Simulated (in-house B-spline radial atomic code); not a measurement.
Al⁺. Computed with a B-spline radial atomic code. Model: non-relativistic spherical atom: semilocal Troullier-Martins pseudo-atom, one channel per l, against all electrons, high spin, G0W0 and RPA with empty states to l = 8, local potential for every l without a channel, a model core (radius 0 = none) keeps its share of the functional.

What the tables leave out is listed at the end.

The pseudopotential gives back the lowest level of each angular momentum of its own functional in the configuration it was made in; a second state of the same l is only approximately right. Exact exchange, RPA and GW see the smooth pseudo-orbitals and miss the exchange with the core, for which the functional's share stands in. The column with an uncorrelated core keeps all orbitals and exact exchange, and so separates missing core correlation from pseudisation. Only the three outermost levels and the lowest empty one were computed. RPA here is direct RPA, with no exchange kernel, and its energies carry an (l + 1/2)⁻⁴ tail. A hybrid on a potential with a model core restores only its own semilocal share of the core's exchange.

Command:
```bash
python run_psgw.py task.json out
```
Settings (lengths in bohr, energies in hartree):
```
Z                      13
electrons              12
configuration          [Ne] 3s2
generated_in           [Ne] 3s2
functional             pbe,pbe
core_shells            2
radius_factor          1.3
core_correction        True
ion_configuration      [Ne] 3s1
```

Cost of the run: 33 s on 1 thread of Arm Neoverse N1, with other jobs on the host.

Given: made with PBE; model core radius 0.183 bohr; local radius 1.106 bohr; mean-field start PBE.

Valence shells of the generating configuration: 2p, 3s.

Channel: s 2.612, p 0.84 (radii in bohr).

Computed: largest level miss in the spin-unpolarised generating configuration 0 eV; valence RPA correlation energy pseudo -0.51653 hartree; all-electron RPA polarisability, core included 18.334 bohr³; pseudo-atom RPA polarisability 18.3 bohr³; ionisation by mean-field all-electron 18.76 eV; ionisation by mean-field pseudo minus all 0.015 eV; ionisation by RPA pseudo minus all 0.351 eV.

```csv
level,occupied,mean-field all-electron (eV),mean-field pseudo minus all (eV),G0W0 all-electron (eV),G0W0 uncorrelated core minus all (eV),G0W0 pseudo minus all (eV),exchange self-energy all-electron (eV),exchange self-energy pseudo (eV)
3s,1,-14.785,0,-18.974,-0.036,-0.36,-12.234,-11.832
3p (empty),0,-9.0649,0.092,-6.3124,0.012,0.173,-3.2088,-2.7068
```

Q: What is the ionisation by RPA all-electron?

A: 19.247 eV.

Q: What is the valence RPA correlation energy all-electron orbitals?

A: -0.44007 hartree.

Given: mean-field start PBE0.

Computed: valence RPA correlation energy all-electron orbitals -0.41599 hartree; valence RPA correlation energy pseudo -0.49383 hartree; all-electron RPA polarisability, core included 16.237 bohr³; pseudo-atom RPA polarisability 15.807 bohr³; ionisation by mean-field pseudo minus all 0.116 eV; ionisation by RPA pseudo minus all 0.322 eV.

```
     level  occupied  mean-field all-electron (eV)  mean-field pseudo minus all (eV)  G0W0 all-electron (eV)  G0W0 uncorrelated core minus all (eV)  G0W0 pseudo minus all (eV)  exchange self-energy all-electron (eV)  exchange self-energy pseudo (eV)
        3s         1                       -15.739                            -0.085                 -18.979                                 -0.032                      -0.343                                 -12.111                           -11.944
3p (empty)         0                       -8.2233                             0.183                 -6.2337                                  0.011                       0.228                                  -2.999                           -2.5448
```

Q: What is the ionisation by RPA all-electron?

A: 19.048 eV.

Q: What is the ionisation by mean-field all-electron?

A: 18.654 eV.

Among the listed levels the largest G0W0 shift of the pseudo-atom is -0.36 eV, for 3s on the PBE start, while leaving the core uncorrelated moves that level by -0.04 eV. So pseudisation and the lost core exchange, not the missing core correlation, make the error. Not in the tables (levels of low weight, unsolved or above zero; the highest and the empty levels are kept at any weight): on PBE the G0W0 levels 2p (pseudo minus all +2.05 eV, weights 0.61 and 0.34); on PBE0 the G0W0 levels 2p (pseudo minus all +4.23 eV, weights 0.79 and 0.70); no Hartree-Fock pseudo-atom is run with a model core.
